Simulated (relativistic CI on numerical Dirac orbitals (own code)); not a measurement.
**Pd³⁺: L-alpha,beta X-ray emission**

Computed with this model: Dirac-Coulomb-Breit CI, separate exchange-only KLI orbitals for each configuration, model QED (radiative potential, 1s self-energy scaled to tabulated hydrogen-like ionisation energies), multiplet model of X-ray emission after core ionisation, unscaled Slater integrals; configurations [Kr] 4d7 → [He] 2s2 2p5 3s2 3p6 3d10 4s2 4p6 4d7 → [Ar] 3d9 4s2 4p6 4d7; 300 K; Lorentzian 2 eV and Gaussian 0.6 eV FWHM. Energies are those of the free ion, without screening or charge transfer. S is read from ⟨S²⟩ = S(S + 1).

free ion: ground-state S = 1.48, centroid 2891.48 eV. Peaks (eV, height): 2840.4 (100), 2991.2 (26), 2993.8 (26).

Strongest unbroadened transitions for free ion:

| Energy (eV) | Relative strength |
| --- | --- |
| 2839.51 | 23.7 |
| 2839.91 | 8.4 |
| 2840.22 | 27.6 |
| 2840.28 | 100.0 |
| 2840.34 | 8.0 |
| 2840.59 | 34.5 |
| 2840.64 | 9.9 |
| 2840.68 | 12.6 |
| 2840.86 | 12.4 |
| 2841.28 | 7.6 |
| 2841.32 | 14.8 |
| 2988.03 | 16.3 |
| 2990.52 | 21.8 |
| 2991.59 | 9.9 |
| 2992.08 | 7.6 |
| 2993.59 | 10.4 |
| 2994.07 | 10.8 |
| 2994.40 | 21.2 |
